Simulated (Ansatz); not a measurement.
# What each rung costs, and what it gives

Saddle point of GaSiH$_{7}$O, singlet (SiH₄O ([OH][SiH3]) + GaH₃ → GaSiH₅O ([SiH3][O][GaH2]) + H₂; bonds formed: H2–H5; dative contacts that become bonds: Ga1–O6; bonds broken: Ga1–H2, H5–O6), PBE0-D4/def2-TZVP structure:

| atom | x (Å) | y (Å) | z (Å) |
| --- | --- | --- | --- |
| Ga1 | -0.9628 | 0.3481 | -1.4051 |
| H2 | 0.6095 | 1.1857 | -1.6608 |
| H3 | -0.8540 | -1.1018 | -1.9629 |
| H4 | -2.1139 | 1.3886 | -1.4735 |
| H5 | 0.6054 | 0.9682 | -0.6692 |
| O6 | -0.0048 | 0.4945 | 0.3339 |
| Si7 | 0.5559 | -0.5757 | 1.4532 |
| H8 | 1.1152 | 0.1672 | 2.6104 |
| H9 | 1.6191 | -1.4383 | 0.8697 |
| H10 | -0.5695 | -1.4365 | 1.9043 |

Barriers are electronic and count from the start structure reached by relaxing down the imaginary mode.

Program: Ansatz 0.2.0. Basis: as named in each row. Cores are frozen in the correlated methods. Filled d shells of the heavier atoms are correlated. The def2 sets are not built for correlating such inner shells, so the correlated values are less sure here. B3LYP uses VWN-RPA correlation. Extrapolation: Hartree–Fock as exp(−7.88 √X), correlation as X^−2.97.

Times are rough, for one single point on 4 threads of a shared host (Intel Xeon).

The estimate by CCSD(T) at an estimated basis limit (MP2 extrapolated from triple and quadruple zeta, plus CCSD(T) − MP2 in triple zeta) is 89.2 kJ/mol.

```
      method       basis  time (s)  barrier (kJ/mol)  method less estimate
          HF      STO-3G   under 1             262.8                 173.6
       SPW92    def2-SVP   under 1              55.0                 -34.2
      PBE-D4      STO-3G         1             122.0                  32.8
      PBE-D4    def2-SVP         2              65.7                 -23.5
    B3LYP-D4       6-31G         2              95.2                   6.0
     PBE0-D4    def2-SVP         2              81.1                  -8.1
       SPW92  def2-TZVPP         2              55.0                 -34.2
      PBE-D4  def2-TZVPP         3              66.1                 -23.1
     BLYP-D4  def2-TZVPP         3              72.7                 -16.5
    B3LYP-D4  def2-TZVPP         5              83.1                  -6.1
     PBE0-D4  def2-TZVPP         6              79.8                  -9.4
    BHLYP-D4  def2-TZVPP         6              99.1                   9.9
   r2SCAN-D4  def2-TZVPP         6              72.9                 -16.3
CAM-B3LYP-D4  def2-TZVPP         6              87.6                  -1.6
     CCSD(T)    def2-SVP         6              98.6                   9.3
  r2SCAN0-D4  def2-TZVPP         7              83.8                  -5.4
     wB97M-V    def2-SVP         8              90.5                   1.3
  RPA on PBE  def2-TZVPP         8              89.0                  -0.2
    PBE-QIDH  def2-TZVPP         8              86.3                  -2.9
      B2PLYP  def2-TZVPP        10              84.4                  -4.8
      B97M-V  def2-TZVPP        11              87.8                  -1.4
     wB97X-V  def2-TZVPP        12              90.5                   1.3
     wB97M-V  def2-TZVPP        13              91.3                   2.1
         MP2  def2-QZVPP        39              82.1                  -7.1
     CCSD(T)  def2-TZVPP       100              90.4                   1.2
```

All methods are single points on the PBE0-D4 structures.

No T1 diagnostic of these runs exceeds 0.014.

The step is the kind of ligand exchange by which a precursor binds to a hydroxyl group, or is hydrolysed, in atomic layer deposition of oxides.

Labels in which every atom is bracketed show which atoms are joined, not bond orders.
